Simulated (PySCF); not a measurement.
Simulated C 1s region for `[BH3-][n+]1cccc(OC)c1`, binding energy against the vacuum level.

Every computed line was given a Gaussian of 0.5 eV full width at half maximum and an area set by the number of equivalent atoms; the highest printed point is 100. Computed with delta-SCF UKS SCAN, pcX-2 on the ionised atom, pcseg-1 elsewhere, spin-free X2C (PySCF 2.14.0).

binding energy (eV), intensity and a bar:
```
    290.3          0 
    290.4          1 
    290.5          2 #
    290.6          6 ##
    290.7         13 ####
    290.8         27 ########
    290.9         44 #############
    291.0         62 ###################
    291.1         76 #######################
    291.2         86 ##########################
    291.3         93 ############################
    291.4         98 #############################
    291.5        100 ##############################
    291.6         93 ############################
    291.7         74 ######################
    291.8         50 ###############
    291.9         27 ########
    292.0         12 ####
    292.1          4 #
    292.2          1 
    292.3          1 
    292.4          3 #
    292.5          7 ##
    292.6         16 #####
    292.7         31 #########
    292.8         49 ###############
    292.9         64 ###################
    293.0         72 #####################
    293.1         68 ####################
    293.2         54 ################
    293.3         36 ###########
    293.4         20 ######
    293.5          9 ###
    293.6          3 #
    293.7          1 
    293.8          0
```

Question: Count the maxima, the lines and the sites behind this envelope.

Answer: The curve has 2 maxima (at 291.5 and 293.0 eV). Under it lie 6 lines from 6 inequivalent carbon sites. At this width some lines have no maximum of their own.

Question: Decompose the envelope and assign each component. Numbering: `[BH3-:1][n+:2]1[cH:3][cH:4][cH:5][c:6]([O:7][CH3:8])[cH:9]1`.

Answer: 
```json
{"position (eV)": "291.03", "relative area": "1", "line": "C 1s", "atoms": "C5", "environment": "aromatic CH carbon"}
{"position (eV)": "291.26", "relative area": "1", "line": "C 1s", "atoms": "C4", "environment": "aromatic CH carbon"}
{"position (eV)": "291.55", "relative area": "1", "line": "C 1s", "atoms": "C3", "environment": "aromatic CH next to a ring nitrogen"}
{"position (eV)": "291.61", "relative area": "1", "line": "C 1s", "atoms": "C9", "environment": "aromatic CH next to a ring nitrogen"}
{"position (eV)": "292.91", "relative area": "1", "line": "C 1s", "atoms": "C6", "environment": "aromatic carbon bearing oxygen"}
{"position (eV)": "293.12", "relative area": "1", "line": "C 1s", "atoms": "C8", "environment": "methoxy carbon"}
```

Question: What are the centre and the root-mean-square width of the whole band?

Answer: The area-weighted mean of the lines is 291.91 eV. Their own spread about it is 0.80 eV (rms) and each Gaussian has σ = 0.5/2.355 = 0.21 eV; the variances add, which gives 0.83 eV.

The listed C 1s values span 2.09 eV, from C5 (bonded to 2 C (aromatic in the SMILES) and H) to C8 (bonded to O and 3 H).

Shake-up satellites, vibrational structure and lifetime widths aren't simulated. The unrestricted hole states depart most from a pure doublet (⟨S²⟩ = 0.75; over 0.85 named) for C 1s of C6 (0.87), which makes this value less certain. Isolated species at its PBE0-D3(BJ)/def2-SVP geometry (one conformer only).

Shape of the structure used: `[BH3-:1][n+:2]1[cH:3][cH:4][cH:5][c:6]([O:7][CH3:8])[cH:9]1`: C5–C6–O7–C8 179°.
